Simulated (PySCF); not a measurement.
Deuteron quadrupole couplings in `CCC[SiH2]OC`

Species: C₄H₁₂OSi.
Z-matrix (Å and degrees, PBE0-D3(BJ)/def2-SVP geometry), rows numbered from 1:
```
C 
C   1  1.5210
C   2  1.5285  1  113.34
Si  3  1.8681  2  114.12  1  -177.97
O   4  1.6696  3  106.40  2    58.85
C   5  1.3979  4  124.28  3  -176.96
H   1  1.1011  2  111.61  3  -179.89
H   1  1.1020  2  111.09  3    59.97
H   1  1.1021  2  111.25  3   -59.59
H   2  1.1044  1  109.49  3   122.41
H   2  1.1030  1  109.75  3  -122.04
H   3  1.1049  2  110.35  1   -57.07
H   3  1.1057  2  110.70  1    59.82
H   4  1.5014  3  111.63  2   -60.57
H   4  1.5000  3  111.36  2   179.02
H   6  1.1065  5  112.12  4    60.16
H   6  1.1011  5  108.92  4   179.40
H   6  1.1064  5  112.18  4   -61.37
```

Level: PBE0/pcSseg-1 (PySCF, non-relativistic); Q(2H) = 0.00286 b; rigid geometry, the same for H and D, with no vibrational averaging.

Question: Rank these positions by the coupling χzz of a deuteron there, largest first.
A. H11 (methylene hydrogen)
B. H8 (methyl hydrogen)
C. H18 (methyl hydrogen)
D. H14 (Si–H hydrogen)

Answer: B (195 kHz), A (189 kHz), C (184 kHz), D (90 kHz).

Question: What are Vzz, η and χzz (234.96 MHz × Q × Vzz) at all hydrogens?

Answer: 
| atom | bonded to | bond length (Å) | Vzz (au) | η | χzz (kHz) |
| --- | --- | --- | --- | --- | --- |
| H7 | C1 | 1.101 | 0.2927 | 0.02 | 197 |
| H8 | C1 | 1.102 | 0.2901 | 0.02 | 195 |
| H9 | C1 | 1.102 | 0.2901 | 0.02 | 195 |
| H10 | C2 | 1.104 | 0.2824 | 0.04 | 190 |
| H11 | C2 | 1.103 | 0.2815 | 0.03 | 189 |
| H12 | C3 | 1.105 | 0.2876 | 0.04 | 193 |
| H13 | C3 | 1.106 | 0.2871 | 0.03 | 193 |
| H14 | Si4 | 1.501 | 0.1336 | 0.03 | 90 |
| H15 | Si4 | 1.500 | 0.1342 | 0.03 | 90 |
| H16 | C6 | 1.106 | 0.2737 | 0.08 | 184 |
| H17 | C6 | 1.101 | 0.2841 | 0.07 | 191 |
| H18 | C6 | 1.106 | 0.2739 | 0.08 | 184 |

Question: Average by the element that carries the hydrogen.

Answer: on C: 191 kHz over 10 positions, mean bond length 1.104 Å; on Si: 90 kHz over 2 positions, mean bond length 1.501 Å.

Isolated species at its PBE0-D3(BJ)/def2-SVP geometry (one conformer only). With a basis this small, the couplings can be 20 % off.

These values come from a run that also computed NMR shieldings. The run took 34 s on one thread of an x86-64 server, on a shared host.
